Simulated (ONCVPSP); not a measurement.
# Before and after: ONCV potential for tantalum

ONCVPSP 4.0.1 input, shortened (lines: element, Z, core and valence counts, functional; n l f; lmax; l rc ep ncon nbas qcut; lloc lpopt rc5 dvloc0; l nproj debl; icmod fcfact rcfact), LDA (Perdew-Zunger), scalar-relativistic:

```
  Ta 73.00   10    4        3      upf
    1    0    2.00
    2    0    2.00
    2    1    6.00
    3    0    2.00
    3    1    6.00
    3    2   10.00
    4    0    2.00
    4    1    6.00
    4    2   10.00
    4    3   14.00
    5    0    2.00
    5    1    6.00
    5    2    3.00
    6    0    1.00
    3
    0    2.15    0.00    5    8    4.30
    1    1.35    0.00    4    8    7.20
    2    2.50    0.00    4    9    5.90
    3    2.25    0.40    4    9    5.20
    4    5    1.05    0.00
    0    2    2.50
    1    3    1.90
    2    2    0.60
    3    2    1.20
    3    4.25    1.05
```

All-electron outer shells of the reference configuration (LDA (Perdew-Zunger), scalar-relativistic, ld1.x):

```tsv
shell	level (eV)	outermost node (bohr)	outermost maximum (bohr)
5s	-80.48	0.54	0.98
5p	-46.86	0.58	1.13
4f	-32.23	–	0.44
6s	-11.91	1.32	2.64
5d	-10.76	0.65	1.58
```

Change: s: qcut 3.4.

Cutoffs: the cutoffs (Ha) at which the residual kinetic energy of the hardest occupied pseudo-wave falls to 1 and 0.1 mHa per electron; they do not see the model core or the augmentation charge, which bear on the density cutoff. Errors are all-electron minus pseudo energies relative to the spin-unpolarised reference configuration.

**Question.** Predict the effect on cutoff, ghosts and configuration errors.

**Answer.** The potential gets neither clearly harder nor softer (26 Ha and 96 Ha → 26 Ha and 96 Ha); both files keep a bound ghost (s); the errors of the 4 common tests hardly move.

```tsv
quantity	base	changed
cutoff, loose	26 Ha	26 Ha
cutoff, tight	96 Ha	96 Ha
loose cutoff by channel	s 9.8 Ha, p 26 Ha, d 12 Ha	s 11 Ha, p 26 Ha, d 12 Ha
bound ghosts	s	s
GHOST(+) flags under 300 eV	d at 110.1 eV	d at 110.1 eV
error for 5s2 5p6 5d3 6s2, meV [ΔE -8.70 eV]	+3.3	+3.2
error for 5s2 5p6 5d3 6s0, meV [ΔE 15.31 eV]	-6.1	-6.3
error for 5s2 5p6 5d2 6s0, meV [ΔE 39.24 eV]	-11	-12
error for 5s2 5p6 5d2 6s2, meV [ΔE -0.79 eV]	+1.8	+1.6
s: phases at 2.18 bohr within 0.05 rad from the reference energy up to (Ha; the scan ends near 5)	-0.2	-0.2
p: phases at 1.37 bohr within 0.05 rad from the reference energy up to (Ha; the scan ends near 5)	to the end of the scan	to the end of the scan
d: phases at 2.55 bohr within 0.05 rad from the reference energy up to (Ha; the scan ends near 5)	3.7	3.7
f: phases at 2.29 bohr within 0.05 rad from the reference energy up to (Ha; the scan ends near 5)	3.2	3.2
rms error of d²Exc/dni dnj with the model core, mHa	4.06	4.06
```

 A true bound ghost makes a file unfit for plane-wave use even where its test errors are small: the radial tests pick states by their node count and pass the ghost by.
